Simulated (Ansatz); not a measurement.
Computed with Ansatz.

A structure relaxed at PBE0-D4/def2-TZVP, charge 0, multiplicity 1:

```json
{"atom": "C1", "x (Å)": "-0.933", "y (Å)": "0.475", "z (Å)": "-1.713"}
{"atom": "In2", "x (Å)": "0.624", "y (Å)": "-0.263", "z (Å)": "-0.454"}
{"atom": "N3", "x (Å)": "0.091", "y (Å)": "-0.102", "z (Å)": "1.803"}
{"atom": "Cl4", "x (Å)": "1.020", "y (Å)": "-2.585", "z (Å)": "-0.215"}
{"atom": "Cl5", "x (Å)": "2.610", "y (Å)": "0.973", "z (Å)": "-0.094"}
{"atom": "H6", "x (Å)": "-1.261", "y (Å)": "-0.315", "z (Å)": "-2.387"}
{"atom": "H7", "x (Å)": "-1.780", "y (Å)": "0.801", "z (Å)": "-1.108"}
{"atom": "H8", "x (Å)": "-0.563", "y (Å)": "1.320", "z (Å)": "-2.292"}
{"atom": "H9", "x (Å)": "0.164", "y (Å)": "-1.048", "z (Å)": "2.165"}
{"atom": "H10", "x (Å)": "0.831", "y (Å)": "0.457", "z (Å)": "2.216"}
{"atom": "H11", "x (Å)": "-0.804", "y (Å)": "0.285", "z (Å)": "2.080"}
```

(1) Give its formula and SMILES.

(2) Point group (tolerance 0.08 Å, 0.16 Å for H)?

(3) Summarise the bond lengths by kind.

## Answers

(1) CH6Cl2InN, `[CH3][In-]([NH3+])([Cl])[Cl]`.

(2) Cs.

(3) 1 × C–In 2.135 Å; 3 × C–H 1.089 to 1.091 Å; 1 × In–N 2.325 Å; 2 × Cl–In 2.367 Å; 3 × H–N 1.013 to 1.016 Å.
